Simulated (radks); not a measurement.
The tin ion Sn2+ inside a hard spherical wall (all orbitals vanish at R), configuration held at [Kr] 4d10 5s2 and not refilled when levels cross. All-electron calculation, scalar-relativistic Kohn-Sham, LDA (Slater exchange, Perdew-Wang correlation), spin-unpolarised, spherical densities, point nucleus. Program: a radial shooting solver on a logarithmic mesh with Libxc functionals. Eigenvalues in eV, with the zero of energy where the potential of the charges vanishes at infinity; a dash marks a level that is unbound or too diffuse for the functional's potential to be trusted. A positive occupied level is held by the wall or, in an anion where self-interaction has pushed it up, behind a barrier. The pressure on the wall is -dE/dV.

| R (bohr) | E (hartree) | kinetic (hartree) | e(4s) | e(4p) | e(4d) | e(5s) | e(5p, empty) | e(6s, empty) | pressure (GPa) |
|---|---|---|---|---|---|---|---|---|---|
| free | -6171.08243 | 6441.558 | -151.25 | -107.15 | -43.392 | -26.530 | -18.127 | -8.883 | 0 |
| 20 | -6171.08243 | 6441.558 | -151.25 | -107.15 | -43.392 | -26.530 | -18.127 | -8.883 | < 0.0001 |
| 15 | -6171.08243 | 6441.558 | -151.25 | -107.15 | -43.392 | -26.530 | -18.127 | -8.883 | < 0.0001 |
| 12 | -6171.08243 | 6441.558 | -151.25 | -107.15 | -43.392 | -26.530 | -18.127 | -8.873 | < 0.0001 |
| 10 | -6171.08243 | 6441.558 | -151.25 | -107.15 | -43.392 | -26.530 | -18.127 | -8.800 | < 0.0001 |
| 7 | -6171.08228 | 6441.560 | -151.24 | -107.14 | -43.385 | -26.523 | -18.100 | -7.391 | 0.0160 |
| 6 | -6171.08103 | 6441.576 | -151.20 | -107.09 | -43.341 | -26.476 | -17.970 | -5.144 | 0.203 |
| 5 | -6171.07025 | 6441.676 | -150.94 | -106.84 | -43.098 | -26.171 | -17.323 | 0.626 | 2.39 |
| 3 | -6170.35943 | 6445.503 | -145.08 | -101.12 | -37.579 | -15.088 | -1.300 | 65.866 | 399 |
| 1.5 | -6138.24196 | 6567.550 | -68.086 | -21.394 | 52.622 | 224.02 | 263.09 | 675.28 | 109000 |
